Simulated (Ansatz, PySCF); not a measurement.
System: C$_{4}$F$_{5}$, charge 0, multiplicity 2. It need not be the lowest isomer of its formula. 
Coordinates optimised at B3LYP-D3(BJ)/def2-TZVP (Ansatz, an electronic-structure program):
```xyz
9

F      2.4611     0.3029    -1.7882
C      1.2700     0.1724    -1.2897
C      0.8491    -0.4505    -0.2071
F      1.7087    -1.1545     0.5751
C     -0.5319    -0.4324     0.2295
F     -1.1408    -1.6313     0.3513
C     -1.2364     0.6582     0.5197
F     -2.5028     0.6352     0.8631
F     -0.7601     1.8827     0.4972
```
Charge 0, spin multiplicity 2.

Total electronic energies in hartree. Valence correlation only, unless marked. UHF or UKS for open shells. Spin-orbit coupling is left out. Non-relativistic. Basis-set limits of correlation are two-point, X^-3; Hartree-Fock from the larger set. The bracket is a focal-point correction in the basis named.

The UHF reference is spin-contaminated (<S^2> 0.30 over the pure value in the largest basis). 

```
level                                                     program  energy (Eh)
-------------------------------------------------  --------------  -----------
HF/6-31G                                                   Ansatz   -648.28242
HF/cc-pVDZ                                                 Ansatz   -648.53000
HF/def2-TZVPD                                               PySCF   -648.78123
PBE/def2-TZVPD                                              PySCF   -651.11194
PBE-D3(BJ)/def2-TZVPD                              Ansatz + dftd3   -651.11849
BLYP/def2-TZVPD                                            Ansatz   -651.68156
r2SCAN-D4/def2-TZVPD                               Ansatz + dftd4   -651.47027
PBE0/STO-3G                                                Ansatz   -641.79194
PBE0/def2-QZVPP                                            Ansatz   -651.12894
BHLYP/def2-TZVPD                                           Ansatz   -651.46947
TPSSh-D4/def2-TZVPD                                 PySCF + dftd4   -651.74811
r2SCAN0-D4/def2-TZVPD                              Ansatz + dftd4   -651.37479
HSE06-D3(BJ)/def2-TZVPD                            Ansatz + dftd3   -651.07709
B2GP-PLYP-D4/def2-TZVPD                            Ansatz + dftd4   -651.25034
B2PLYP/def2-TZVPD                                          Ansatz   -651.35954
PBE-QIDH/def2-TZVPD                                        Ansatz   -651.00125
RI-MP2/cc-pVTZ                                             Ansatz   -650.53753
SCS-MP2/6-31G                                              Ansatz   -649.14756
SCS-MP2/cc-pVDZ                                            Ansatz   -649.85070
CCSD/6-31G                                                 Ansatz   -649.22084
CCSD(T)/STO-3G                                             Ansatz   -640.01906
CCSD(T)/cc-pVDZ                                            Ansatz   -649.99037
RI-MP2/CBS(cc-pVTZ,cc-pVQZ)+[CCSD(T)-MP2]/cc-pVDZ          Ansatz    -650.9384
```

Totals of different functionals don't rank their quality; only differences between species are comparable.
